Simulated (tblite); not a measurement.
Species: C2H9O2PSi.
Structure used (GFN2-xTB), in Å, numbered top down from 1:
```xyz
15
C2H9O2PSi angstrom
C     -2.224   -0.508    0.298
P     -0.662    0.437    0.113
O     -0.531    1.584    1.022
O     -0.712    0.928   -1.428
C      0.692   -0.772    0.129
Si     2.339    0.167   -0.005
H     -2.345   -1.217   -0.515
H     -2.215   -1.031    1.250
H     -3.046    0.204    0.293
H     -0.739    1.887   -1.419
H      0.630   -1.320    1.067
H      0.543   -1.470   -0.691
H      2.359    0.954   -1.241
H      3.387   -0.858   -0.057
H      2.519    1.024    1.162
```

Level: GFN2-xTB in tblite, geometry and Hessian alike; calculated harmonic values, unscaled, isolated species. This tight-binding method is rough: wavenumbers can miss measured ones by several per cent, in bad cases by 10 to 20. Modes of hydrogen on silicon can be 10 to 20 % off. One conformer, not necessarily the lowest.

Harmonic wavenumbers (cm⁻¹): 53.0, 109.5, 127.9, 148.1, 189.1, 218.3, 273.8, 278.6, 379.4, 394.7, 503.1, 542.6, 693.2, 710.4, 727.9, 762.5, 766.4, 785.7, 789.2, 796.1, 838.5, 861.3, 897.1, 997.7, 1118.9, 1258.5, 1316.6, 1410.6, 1429.8, 1439.4, 2243.3, 2256.7, 2312.8, 2990.2, 3003.1, 3014.3, 3029.9, 3042.0, 3585.9.

A = 3932, B = 1449, C = 1409 MHz; mass 124.011 u (most abundant isotopes); point group C1, symmetry number 1.

Question: Zero-point energy?

Answer: ½Σν̃ = 23148 cm⁻¹ = 66.18 kcal/mol.

Question: Entropy at 200 K, 1 bar (ideal gas, RRHO, classical rotation)?

Answer: Translation 38.40, rotation 26.89, vibration 17.26: S = 82.6 cal/(mol K).

Question: And Cp and H(200 K) − H(0)?

Answer: Cp = 27.96 cal/(mol K), of which vibrations give 20.01 (their classical limit is 39 R = 77.5); H(200 K) − H(0) = 3.56 kcal/mol without the zero-point energy, 1.97 from vibrations.

Question: Which modes carry the vibrational entropy at 200 K?

Answer: 53.0 cm⁻¹: 3.92; 109.5 cm⁻¹: 2.51; 127.9 cm⁻¹: 2.22; 148.1 cm⁻¹: 1.95; 189.1 cm⁻¹: 1.52; 218.3 cm⁻¹: 1.28 cal/(mol K); the other 33 give 3.85 together.

Question: What must be added to the electronic energy to get the Gibbs energy at 200 K and 1 bar?

Answer: ZPE + [H(200 K) − H(0)] − T·S = 66.18 + 3.56 − 16.51 = 53.23 kcal/mol.

Hindered rotation and anharmonicity are outside this model. Other conformers, if any are populated, would add a mixing term that is left out. The structure is chiral; the term R ln 2 for an equal mix with its mirror image is left out.
